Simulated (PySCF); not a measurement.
# Working out the electron affinity of Se

Se⁻ [Ar] 3d10 4s2 4p5 (2P) → Se [Ar] 3d10 4s2 4p4 (3P). Computed with PySCF 2.14 in aug-cc-pVDZ-DK (6s5p3d, 36 functions), with scalar relativity by spin-free X2C-1e. Frozen: [Ar] 3d10. Energies in hartree (1 hartree = 27.21139 eV):

```csv
part,Se⁻ (lower),Se (upper)
UHF,-2427.996472,-2427.961290
MP2 opposite-spin,-0.077275,-0.056566
MP2 same-spin,-0.026182,-0.018859
```

What does Hartree-Fock give?

(-2427.961290) − (-2427.996472) = 0.035182 hartree = 0.957 eV.

What do MP2 and SCS-MP2 (6/5 opposite-spin, 1/3 same-spin) give?

The opposite-spin parts differ by 0.564 eV and the same-spin parts by 0.199 eV. MP2: 0.957 + (0.564) + (0.199) = 1.720 eV. SCS-MP2: 0.957 + 1.2 × (0.564) + (0.199)/3 = 1.700 eV.

A first-order spin-orbit estimate adds -0.015 eV to MP2 (valence), giving 1.705 eV against 2.021 eV (measured; photodetachment measurements, as compiled on the Wikipedia data page of electron affinities).

A double-zeta basis recovers only part of the correlation energy.

What remains against the reference includes basis incompleteness, the frozen core and correlation beyond second order.
